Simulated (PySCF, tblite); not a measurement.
Isomers of C5H10P2. Calculated harmonic vibrations of the isolated species, GFN2-xTB (tblite), most abundant isotopes, no scaling. The method is semi-empirical: single wavenumbers can be off by several per cent or more. Modes of hydrogen on phosphorus can be 10 to 20 % off. One conformer each.

Electronic energies: PBE0/pcSseg-1 single points on the GFN2-xTB geometries (PySCF, gas phase).

```tsv
SMILES	electronic energy, lowest = 0 (kJ/mol)
C=C/C=P/P(C)C	68.5
CC1=CCP(P)C1	0.0
C=CCP(P)C=C	127.6
CC1=CCCP1P	2.7
PPC1=CCCC1	31.5
C#CCP(C)CP	191.6
C#CP(C)CCP	183.1
```

Task: How do GFN2-xTB zero-point energies change the relative energies?

Result: 
| SMILES | ZPE (kJ/mol) | of it from modes above 1550 cm⁻¹ | electronic (kJ/mol) | with ZPE, lowest = 0 (kJ/mol) | lowest mode (cm⁻¹) | rings |
| --- | --- | --- | --- | --- | --- | --- |
| CC1=CCP(P)C1 | 347.2 | 180.2 | 0.0 | 0.0 | 69 | 1 |
| CC1=CCCP1P | 348.5 | 180.2 | 2.7 | 4.0 | 86 | 1 |
| PPC1=CCCC1 | 346.9 | 175.7 | 31.5 | 31.1 | 42 | 1 |
| C=C/C=P/P(C)C | 348.8 | 191.0 | 68.5 | 70.2 | 23 | 0 |
| C=CCP(P)C=C | 338.4 | 193.0 | 127.6 | 118.8 | 36 | 0 |
| C#CP(C)CCP | 337.3 | 185.0 | 183.1 | 173.2 | 52 | 0 |
| C#CCP(C)CP | 334.4 | 185.0 | 191.6 | 178.7 | 52 | 0 |

The zero-point energies span 14.4 kJ/mol, from `C#CCP(C)CP` to `C=C/C=P/P(C)C`. The order is unchanged.

Task: And how do the electronic energies of GFN2-xTB itself compare?

Result: `CC1=CCP(P)C1` 0.0; `CC1=CCCP1P` 5.4; `PPC1=CCCC1` 10.3; `C=C/C=P/P(C)C` 137.9; `C=CCP(P)C=C` 161.6; `C#CP(C)CCP` 231.7; `C#CCP(C)CP` 227.4 kJ/mol, lowest = 0. Against the energies above, taken from the same isomer `CC1=CCP(P)C1`, the largest difference is 69.4 kJ/mol.

Task: What do entropy and thermal enthalpy add at 298.15 K and 1 bar (rigid rotor, harmonic oscillator, one conformer each)?

Result: 
| SMILES | point group | symmetry number | S (J/(mol K)) | H − H(0) (kJ/mol) | ZPE + H − H(0) − TS (kJ/mol) |
| --- | --- | --- | --- | --- | --- |
| CC1=CCP(P)C1 | C1 | 1 | 385.5 | 25.95 | 258.2 |
| CC1=CCCP1P | C1 | 1 | 388.9 | 26.32 | 258.8 |
| PPC1=CCCC1 | C1 | 1 | 391.9 | 25.46 | 255.5 |
| C=CCP(P)C=C | C1 | 1 | 420.6 | 29.45 | 242.5 |
| C#CP(C)CCP | C1 | 1 | 421.2 | 30.05 | 241.8 |
| C#CCP(C)CP | C1 | 1 | 416.6 | 29.83 | 240.0 |

Not tabulated: `C=C/C=P/P(C)C` (lowest mode only 23 cm⁻¹).
